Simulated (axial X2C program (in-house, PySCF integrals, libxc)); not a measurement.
## Potential curves of YGe, spin-free

Computed with an in-house relativistic program for diatomic molecules. Spin-free means the one-electron spin-free X2C Hamiltonian. Basis: Y dyall-cv3z [11s12p9d6f3g], Ge dyall-cv3z [9s9p7d4f1g] (cores contracted in-house); Gaussian nuclei, density fitting, unrestricted open shells. Masses: Y 88.906 u, Ge 73.921 u.

State: M_S = 3/2, Λ = 0 (beyond evenly filled blocks: σα, π+α, π-α). Energies in eV from the fragments at the same level (Y + Ge). Fits are polynomials in 1 − R0/R over 0.85 to 1.23 times the lowest point R0.

```tsv
R (Å)	HF	CCSD(T)	PBE0	CCSD
2.3629	-0.6964		-1.8030	
2.4716	-1.2083	-1.7554	-2.1935	-1.6546
2.5530	-1.4569	-1.9934	-2.3590	-1.8933
2.6345	-1.6169	-2.1415	-2.4427	-2.0424
2.7160	-1.7073	-2.2184	-2.4637	-2.1205
2.8111	-1.7452	-2.2395	-2.4290	-2.1435
2.9061	-1.7288	-2.2050	-2.3490	-2.1110
3.0283	-1.6516	-2.1036	-2.2023	-2.0124
3.1777	-1.5026		-1.9851	
3.3950	-1.2336		-1.6432
```

Correlated methods: 7 electrons correlated (number of frozen shells: Y 4 s, 3 p, 1 d; Ge 3 s, 2 p, 1 d), 347 virtual spin orbitals or spinors in MP2, 90 natural virtuals in coupled cluster.

Occupations by symmetry block were frozen at the best pattern of an incomplete PBE0 search. De is counted from the lowest determinant-based energies of the atoms at the same level, without counterpoise correction. CCSD and (T) use frozen natural virtuals with an MP2 correction for the truncation; (T) itself is uncorrected, so its De runs slightly low. PBE0 can misorder states that lie within some tenths of an eV, so this need not be the ground state of the molecule. The nearest other spin-free determinant of the search, M_S = 1/2, Λ = 0, lies 0.18 eV up at the distance of the search. The outer-core s and p shells of the metal are frozen in the correlated rows, which leaves out core–valence correlation; for alkali and alkaline-earth bonds that tends to lengthen them. The determinant is spin-polarised beyond a pure state at some levels (its spin-free form has ⟨S²⟩ too high), which makes Re and μ there less reliable. The T1 diagnostic is large, a sign of multireference character. With the outer-core shells frozen, correlated bond lengths of heavy atoms tend to come out a few hundredths of an ångström too long. Spin-free De lacks the spin–orbit lowering of the heavy p-block atom, a tenth of an eV or more for 4p and 5p, up to an eV for 6p and one to two eV for 7p atoms, less what an open-shell molecule gains itself. Coupled cluster ran on the points near the minimum only. MP2 and coupled cluster on one determinant become unreliable at the stretched end.

(1) Fit the HF curve near its minimum: give the equilibrium distance, the harmonic wavenumber and the well depth.

(2) Fit the CCSD(T) curve near its minimum: give the equilibrium distance, the harmonic wavenumber and the well depth.

(3) Fit the PBE0 curve near its minimum: give the equilibrium distance, the harmonic wavenumber and the well depth.

(4) What are Re, ωe and De at the CCSD level?

Answers

(1) At HF, spin-free: Re = 2.825 Å, ωe ≈ 196 cm⁻¹, De = 1.75 eV to Y + Ge; Be follows as 0.0523 cm⁻¹.

(2) At CCSD(T), spin-free: Re = 2.795 Å, ωe ≈ 208 cm⁻¹, De = 2.24 eV to Y + Ge; Be follows as 0.0535 cm⁻¹.

(3) At PBE0, spin-free: Re = 2.707 Å, ωe ≈ 222 cm⁻¹, De = 2.46 eV to Y + Ge; Be follows as 0.057 cm⁻¹.

(4) At CCSD, spin-free: Re = 2.798 Å, ωe ≈ 207 cm⁻¹, De = 2.14 eV to Y + Ge; Be follows as 0.0533 cm⁻¹.
